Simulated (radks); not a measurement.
The numbers below are computed, except where a source is named.
Ni IV, 25 electrons, occupied as [Ar] 3d7. Code: a radial shooting solver on a logarithmic mesh with Libxc functionals. Model: scalar-relativistic Kohn-Sham, PBE, spin-polarised, spherical densities, finite nucleus; open shells are filled with parallel spins first; Fermi nuclear charge, rms radius 3.7757 fm.

Unscreened Slater integrals over Kohn-Sham orbitals (eV). They are taken over the spin-up orbitals. Empty in this configuration: 4s.

integral     value
F0(3d,3d)   28.305
F2(3d,3d)   13.197
F4(3d,3d)   8.2300
F0(3d,3p)   29.952
F2(3d,3p)   14.227
G1(3d,3p)   17.561
G3(3d,3p)   10.693
F0(3d,3s)   30.534
G2(3d,3s)   13.371
F0(3d,4s)   14.494
G2(3d,4s)   1.7096
F0(3p,3p)   32.025
F2(3p,3p)   16.027
F0(3p,3s)   32.666
G1(3p,3s)   21.640
F0(3p,4s)   14.744
G1(3p,4s)   1.0655
F0(3s,3s)   33.366
F0(3s,4s)   14.808
G0(3s,4s)  0.77160
F0(4s,4s)   11.598

Derived for the open shells (J is the average intra-shell exchange parameter used in DFT+U). 3d: Racah B = F2/49 - 5 F4/441 = 0.1760 eV, C = 35 F4/441 = 0.6532 eV, C/B = 3.71, F4/F2 = 0.624, J = (F2 + F4)/14 = 1.531 eV.
